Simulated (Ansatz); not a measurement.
The cluster In₄Sb₃⁺ was relaxed with PBE-D4 (def2-SVP) in Ansatz in these states: charge +1 quintet, charge +1 singlet, charge +1 triplet. The geometries follow in no particular order.

In the def2 sets In, Sb take a core potential; there is no spin–orbit coupling.

A:

```xyz
7

In    1.446    1.070   -1.305
In   -0.638   -0.669   -3.027
In   -0.745   -2.160    2.637
In   -0.641    3.099    0.058
Sb    0.992   -1.725   -0.160
Sb    0.990    0.498    1.661
Sb   -1.404   -0.113    0.136
```

B:

Cartesian coordinates in Å:
```
In 1.462 -2.040 -1.104
In 2.220 1.596 -1.437
In -0.481 3.135 0.485
In -1.095 -2.911 0.593
Sb -0.887 0.165 -1.195
Sb -2.021 0.017 1.391
Sb 0.802 0.039 1.267
```

C:

Cartesian coordinates in Å:
```
In -1.046 -2.016 -1.574
In 0.661 -2.881 1.106
In 1.687 2.542 1.808
In -2.790 0.783 -1.213
Sb 2.011 -0.256 -0.081
Sb 0.198 1.829 -1.120
Sb -0.721 0.000 1.075
```

Task: Judge from the bond lengths which geometry belongs to which state (an estimate).

Result: A is the charge +1 singlet (In1–Sb6 3.055 Å, In1–Sb5 3.054 Å, In1–In2 3.214 Å); B is the charge +1 triplet (In1–Sb6 4.753 Å, In1–Sb5 3.223 Å, In1–In2 3.729 Å); C is the charge +1 quintet (In1–Sb6 4.067 Å, In1–Sb5 3.831 Å, In1–In2 3.293 Å).

At PBE0-D4/def2-TZVP a singlet lies 1.01 eV below the charge +1 triplet. At PBE0-D4/def2-TZVP a singlet lies 2.64 eV below the charge +1 quintet. These are the stationary points nearest to one start from a short search; other shapes may lie lower in each state.
